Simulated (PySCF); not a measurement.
Excitation energy of Ru²⁺ by level of theory

Ru²⁺ [Kr] 4d6 (5D) → Ru²⁺ [Kr] 4d5 5p1 (7P), as a difference of total energies. Computed with PySCF 2.14 in def2-QZVPPD with the def2 core potential (28 electrons) (7s5p4d4f2g, 88 functions), with a scalar-relativistic core potential. Correlated levels: valence: 4s2 4p6 frozen. The calculations carry no spin-orbit coupling.

```tsv
method	excitation energy (eV)
UHF	8.672
MP2 (valence)	9.526
SCS-MP2 (valence)	10.076
CCSD (valence)	9.492
CCSD(T) (valence)	9.526
```

Q: How much does correlation contribute at CCSD(T) (valence)?

A: 9.526 − (8.672) = 0.854 eV, measured against UHF.
